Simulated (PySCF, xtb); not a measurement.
BGeH₅O, SMILES B[O][GeH3].

Harmonic wavenumbers (cm⁻¹) from GFN2-xTB run with xtb at its own minimum, in rising order: 122, 150, 249, 472, 565, 608, 761, 799, 800, 893, 966, 1190, 1333, 1924, 2015, 2047, 2532, 2566.

**Question.** What does PBE-D3(BJ)/def2-SVP in PySCF give at its own minimum? (The exact figures need the calculation; the answer reports its results.)

**Answer.** 71, 227, 315, 561, 609, 622, 821, 833, 844, 979, 1020, 1167, 1355, 2087, 2116, 2120, 2445, 2547. Paired by order, the mean absolute difference is 61 cm⁻¹ and the zero-point energies are 28.6 and 29.6 kcal/mol.
